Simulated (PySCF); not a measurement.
# Static response to an electric field

Compound: C₃H₈N₂OSi.
Cartesian coordinates in Å at the GFN2-xTB level; atoms count from 1:
```
atom  x, y, z in Å
C1    -1.469   -1.284   -0.492
C2    -0.347   -0.633    0.301
N3    -0.817    0.455    1.145
C4    -0.210    1.595    0.744
O5    -0.348    2.707    1.200
Si6    0.798    0.630   -0.615
N7     2.466    0.240   -0.456
H8    -1.059   -2.026   -1.172
H9    -2.001   -0.535   -1.075
H10   -2.182   -1.778    0.167
H11    0.152   -1.399    0.906
H12   -1.511    0.368    1.873
H13    0.548    0.882   -2.027
H14    2.835    0.005    0.452
H15    3.140    0.781   -0.972
```

Level: wB97X-D/def2-SVPD (PySCF), static field, nuclei fixed, core orbitals frozen in the response. The polarisability tensor in these axes (au):

```
x   79.71  3.71 -8.01
y    3.71 83.66  5.34
z   -8.01  5.34 72.58
```

Question: Give the principal values, the mean and the anisotropy Δα = √{½[(α1 − α2)² + (α2 − α3)² + (α1 − α3)²]}.

Answer: Principal values 65.10, 84.88 and 85.97 au; mean 78.65 au = 11.65 Å³ = 12.97 × 10⁻⁴⁰ C²·m²/J; Δα = 20.34 au (26 % of the mean).

Question: What is the dipole moment, and where does it point?

Answer: (1.14, -3.57, -0.86) D, 3.84 D in size, pointing from the negative to the positive side. Measured along this direction, the outermost atoms are O5 at the negative end and H8 at the positive end.

Question: Find the Langevin capture rate constant for NH4+ (18.034 u) meeting this molecule (116.041 u), k = 2.342 × 10⁻⁹ cm³/s × √(α in Å³ / reduced mass in u).

Answer: The reduced mass is 15.61 u, so k = 2.02 × 10⁻⁹ cm³/s. The formula leaves out the permanent dipole, which adds to the capture rate.

Question: What are the principal values of the traceless quadrupole moment, Θ = ½Σq(3rr − r²1), about the centre of nuclear charge?

Answer: -20.50, 5.22, 15.27 D·Å. The values depend on the origin, since the dipole doesn't vanish. The electronic extent ⟨r²⟩ about the same centre is 951 bohr², a root-mean-square distance of 2.07 Å for the 62 electrons.

Question: Estimate the molar refractivity from the static electronic polarisability.

Answer: Lorentz–Lorenz: R = (4π/3)N_A α = 2.5225 cm³/(mol·Å³) × 11.65 Å³ = 29.4 cm³/mol, in the limit of long wavelengths.

Geometry: GFN2-xTB, one conformer, isolated molecule.
